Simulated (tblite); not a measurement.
Parent: `[H]/[N:5]=[CH:4]/[C:2](=[CH2:1])[SiH3:3]` with C1–C2–C4–N5 180°, C3H7NSi.

Computed geometry: GFN2-xTB, gas phase. One conformer each, not checked by frequencies here.

```tsv
coordinate of the parent	value
C1=C2	1.331 Å
C2–Si3	1.894 Å
C2–C4	1.449 Å
C4=N5	1.261 Å
C1–C2–Si3	126.5°
C1–C2–C4	121.1°
Si3–C2–C4	112.4°
C2–C4–N5	117.2°
```

How does the shared frame change in `[CH2:1]=[C:2]([SiH3:3])/[CH:4]=[N:5]\[CH2:6][CH3:7]` with C1–C2–C4–N5 63°, C4–N5–C6–C7 131°, C5H11NSi? Atoms pair as C1 = C1, C2 = C2, Si3 = Si3, C4 = C4, N5 = N5 (parent first).

| parent | relative | value in the relative | change |
| --- | --- | --- | --- |
| C1=C2 | C1=C2 | 1.329 Å | -0.002 |
| C2–Si3 | C2–Si3 | 1.892 Å | -0.002 |
| C2–C4 | C2–C4 | 1.472 Å | +0.023 |
| C4=N5 | C4=N5 | 1.258 Å | -0.003 |
| C1–C2–Si3 | C1–C2–Si3 | 123.5° | -3.0 |
| C1–C2–C4 | C1–C2–C4 | 121.8° | +0.7 |
| Si3–C2–C4 | Si3–C2–C4 | 114.7° | +2.3 |
| C2–C4–N5 | C2–C4–N5 | 129.7° | +12.5 |

Of the parent's bonds, C2–C4 changes most (+0.023 Å). Bonds of the relative outside the shared frame: N5–C6 1.435, C6–C7 1.527 Å. Point group Cs → C1.

How does the shared frame change in `[CH2:1]=[C:2]([SiH3:3])/[CH:4]=[N:5]\[C:6]([CH3:7])=[O:8]` with C1–C2–C4–N5 -176°, C4–N5–C6–C7 116°, C5H9NOSi? Atoms pair as C1 = C1, C2 = C2, Si3 = Si3, C4 = C4, N5 = N5 (parent first).

```tsv
parent	relative	value in the relative	change
C1=C2	C1=C2	1.336 Å	+0.005
C2–Si3	C2–Si3	1.902 Å	+0.008
C2–C4	C2–C4	1.456 Å	+0.007
C4=N5	C4=N5	1.258 Å	-0.003
C1–C2–Si3	C1–C2–Si3	121.8°	-4.7
C1–C2–C4	C1–C2–C4	117.1°	-4.0
Si3–C2–C4	Si3–C2–C4	121.0°	+8.6
C2–C4–N5	C2–C4–N5	128.2°	+11.0
```

Of the parent's bonds, C2–Si3 and C2–C4 change most and about equally (+0.007 to +0.008 Å). Bonds of the relative outside the shared frame: N5–C6 1.352, C6–C7 1.516, C6=O8 1.213 Å. Point group Cs → C1.

How does the shared frame change in `[CH2:1]=[C:2]([SiH3:3])/[CH:4]=[N:5]/[CH:6]1[CH2:7][CH2:8]1` with C1–C2–C4–N5 -179°, C4–N5–C6–C7 -147°, C6H11NSi? Atoms pair as C1 = C1, C2 = C2, Si3 = Si3, C4 = C4, N5 = N5 (parent first).

```csv
parent,relative,value in the relative,change
C1=C2,C1=C2,1.332 Å,+0.001
C2–Si3,C2–Si3,1.891 Å,-0.003
C2–C4,C2–C4,1.443 Å,-0.006
C4=N5,C4=N5,1.266 Å,+0.005
C1–C2–Si3,C1–C2–Si3,126.6°,+0.1
C1–C2–C4,C1–C2–C4,121.8°,+0.7
Si3–C2–C4,Si3–C2–C4,111.5°,-0.9
C2–C4–N5,C2–C4–N5,116.8°,-0.4
```

Of the parent's bonds, C2–C4 and C4–N5 change most and about equally (-0.006 to +0.005 Å). Bonds of the relative outside the shared frame: N5–C6 1.394, C6–C7 1.510, C7–C8 1.489, C6–C8 1.510 Å. Point group Cs → Cs.

How does the shared frame change in `[CH2:1]=[C:2]([SiH3:3])/[CH:4]=[N:5]\[CH3:6]` with C1–C2–C4–N5 65°, C4H9NSi? Atoms pair as C1 = C1, C2 = C2, Si3 = Si3, C4 = C4, N5 = N5 (parent first).

```
   parent   relative  value in the relative  change
    C1=C2      C1=C2                1.329 Å  -0.002
   C2–Si3     C2–Si3                1.892 Å  -0.002
    C2–C4      C2–C4                1.473 Å  +0.024
    C4=N5      C4=N5                1.258 Å  -0.003
C1–C2–Si3  C1–C2–Si3                 123.4°    -3.1
 C1–C2–C4   C1–C2–C4                 121.7°    +0.6
Si3–C2–C4  Si3–C2–C4                 114.9°    +2.5
 C2–C4–N5   C2–C4–N5                 129.6°   +12.4
```

Of the parent's bonds, C2–C4 changes most (+0.024 Å). Bonds of the relative outside the shared frame: N5–C6 1.431 Å. Point group Cs → C1.
